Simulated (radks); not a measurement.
Charge is removed step by step from the 4f down level of the lead ion Pb+, starting from [Xe] 4f(up 7, down 7) 5d10 6s2 6p1. Method: scalar-relativistic Kohn-Sham, PBE, spin-polarised, spherical densities, finite nucleus; open shells are filled with parallel spins first (spin-orbit coupling, left out, can overturn this in heavy ions); Fermi nuclear charge, rms radius 5.5012 fm; computed with a radial shooting solver on a logarithmic mesh with Libxc functionals.

\begin{tabular}{lrrr}
removed (e) & E - E(0) (eV) & eigenvalue (eV) & E minus straight line (eV) \\ \hline
0 & 0.000 & -140.58 & 0.000 \\
0.25 & 36.008 & -147.45 & -2.641 \\
0.5 & 73.751 & -154.48 & -3.546 \\
0.75 & 113.27 & -161.65 & -2.678 \\
1 & 154.59 & -168.96 & 0.000 \\
\end{tabular}

Removing the whole electron costs 154.59 eV by Delta-SCF, against 140.58 eV from minus the eigenvalue at the starting occupation. Slater's transition state (half an electron removed) gives 154.48 eV. Integrating minus the eigenvalue over the occupation (Janak's theorem) gives 154.57 eV. In this scalar-relativistic scheme the density is built from large components alone, so the theorem holds only approximately. The mean slope of the eigenvalue, de/dn, is 28.4 eV per electron.
